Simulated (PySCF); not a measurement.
`FC(F)(F)[C](F)(F)[GeH2][O][SiH3]`. The calculation used PySCF 2.14.0, PBE0-D3(BJ)/def2-SVP geometry optimisation, gas phase.

```
atom  x, y, z in Å
F1    -2.0159   -0.7637    1.5314
C2    -1.8550   -0.8848    0.2143
F3    -0.9181   -1.7956   -0.0160
F4    -2.9959   -1.3033   -0.3141
C5    -1.4341    0.4680   -0.3716
F6    -2.5039    1.2959   -0.2894
F7    -1.1531    0.2765   -1.6801
Ge8    0.1117    1.3724    0.5332
O9     1.3840    0.1749    0.7658
Si10   2.5127   -0.6231   -0.1607
H11    0.5813    2.4708   -0.4322
H12   -0.3084    1.8739    1.9150
H13    3.5840   -1.1195    0.7478
H14    1.8916   -1.7726   -0.8808
H15    3.1052    0.3133   -1.1672
```

(1) What is the longest distance between nuclei?

(2) Work out the bond lengths C2–C5, Ge8–O9, O9–Si10, Si10–H15 in Å.

(3) Give the dihedral angles F7–C5–Ge8–H11, F7–C5–Ge8–O9, F7–C5–Ge8–H12, F1–C2–C5–F7, F3–C2–C5–F6, Ge8–O9–Si10–H14.

(4) Where is the centre of mass (commonest isotopes), and what is the radius of gyration?

(5) How far are the heavy atoms from their best plane (unweighted least squares)?

(6) What is the repulsion energy of the bare nuclei, Σ ZA·ZB/RAB?

(7) What are the angles F6–C5–Ge8, C5–Ge8–H11, C5–Ge8–H12, C5–Ge8–O9, H14–Si10–H15, H13–Si10–H15, H13–Si10–H14?

(8) How far apart are these pairs, which share no bond: C2···Si10, C2···H11, F3···F6, F3···H14, F4···F6, F6···H11, O9···H15?

(9) Write the matrix of distances between heavy atoms (Å, lower triangle).

## Answers

(1) F4···H13, 6.67 Å; the next longest distance is 6.63 Å.

(2) For C2–C5 the difference vector is (0.4209, 1.3528, -0.5859) Å, of length 1.5331 Å. C2–C5 1.533; Ge8–O9 1.763; O9–Si10 1.664; Si10–H15 1.497 Å.

(3) F7–C5–Ge8–H11 43° (synclinal); F7–C5–Ge8–O9 -76° (synclinal); F7–C5–Ge8–H12 167° (antiperiplanar); F1–C2–C5–F7 174° (antiperiplanar); F3–C2–C5–F6 171° (antiperiplanar); Ge8–O9–Si10–H14 -80° (synclinal). Dihedral signs follow IUPAC: positive where, seen along the central bond, the front bond turns clockwise onto the rear one.

(4) Mass 241.924 u; centre at (-0.463, 0.166, 0.128) Å; Rg = √(Σ m r²/M) = 2.135 Å. As Ia + Ib + Ic = 2 Σ m r², the three principal moments sum to 2205.9 u·Å².

(5) 0.777 Å rms; F1 1.41, C2 0.10, F3 0.44, F4 0.41, C5 0.17, F6 0.22, F7 1.50, Ge8 0.79, O9 0.60, Si10 0.60 Å (magnitudes).

(6) 1116.28 Eh over 105 pairs, with full nuclear charges and distances in bohr; the largest single term is 76.86 Eh (Ge8 with O9).

(7) From the scalar product of the two bond vectors; for F6–C5–Ge8 it is -0.8306 Å² over 1.3552 × 2.0065 Å², cos θ = -0.3054. F6–C5–Ge8 107.8°; C5–Ge8–H11 105.9°; C5–Ge8–H12 110.1°; C5–Ge8–O9 108.0°; H14–Si10–H15 108.8°; H13–Si10–H15 109.5°; H13–Si10–H14 109.7°.

(8) C2···Si10 4.392 Å (4 bonds apart); C2···H11 4.197 Å (3 bonds apart); F3···F6 3.485 Å (3 bonds apart); F3···H14 2.940 Å (6 bonds apart); F4···F6 2.645 Å (3 bonds apart); F6···H11 3.304 Å (3 bonds apart); O9···H15 2.592 Å (2 bonds apart).

(9) 
```
F1    0.000
C2    1.332  0.000
F3    2.160  1.327  0.000
F4    2.158  1.325  2.156  0.000
C5    2.340  1.533  2.349  2.362  0.000
F6    2.792  2.330  3.485  2.645  1.355  0.000
F7    3.484  2.330  2.668  2.785  1.352  2.190  0.000
Ge8   3.176  3.011  3.376  4.187  2.007  2.743  2.775  0.000
O9    3.609  3.452  3.129  4.747  3.053  4.182  3.526  1.763  0.000
Si10  4.836  4.392  3.629  5.553  4.100  5.373  4.069  3.198  1.664  0.000
```

Whether it is a minimum is left open (no frequencies). One conformer, not necessarily the lowest.
